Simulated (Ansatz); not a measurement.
Question: Name a neutral molecule of C, F, Ge, S and H with size of the dipole moment (B3LYP/def2-TZVPP) between 2.20 and 2.50 D and HOMO energy (B3LYP/def2-TZVPP) between -7.20 and -6.90 eV (Ansatz, PBE0-D4/def2-TZVP geometry).

Answer: `F[CH]1[S][GeH2]1` (2.44 D, -7.02 eV). Other molecules can fit too; these were computed, each in one conformer that needn't be the lowest.

B3LYP here is the variant with VWN-RPA as its local correlation; programs differ in this.
